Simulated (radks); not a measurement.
The numbers below are computed, except where a source is named.
Mean orbital radii <r> (bohr) of neutral thulium, [Xe] 4f13 6s2, of relativity; Dirac values are averaged over j with weights 2j + 1. Spin-unpolarised spherical Kohn-Sham, LDA (Slater exchange, Perdew-Wang correlation), point nucleus unless stated (finite: rms radius 5.2256 fm), a radial shooting solver on a logarithmic mesh with Libxc functionals. A level marked "c x" has the speed of light scaled by that factor and shares open shells by 2j + 1; other Dirac levels either fill j = l - 1/2 first or share by 2j + 1.

shell       non-rel.
3s            0.2386
3p            0.2283
3d            0.2012
4s            0.5368
4p            0.5472
4d            0.5742
5s             1.341
5p             1.530
4f            0.7649
6s             4.224
5d (empty)     3.178
6p (empty)     5.731

Give the values at the level "Dirac, 2j+1 shares".

Answer. 
shell       Dirac, 2j+1 shares  change of magnitude (%)
3s                      0.2207                    -7.48
3p                      0.2197                    -3.79
3d                      0.1999                    -0.63
4s                      0.4980                    -7.22
4p                      0.5277                    -3.56
4d                      0.5722                    -0.36
5s                       1.231                    -8.25
5p                       1.473                    -3.69
4f                      0.8125                    +6.22
6s                       3.917                    -7.27
5d (empty)               3.609                   +13.55
6p (empty)               5.732                    +0.01
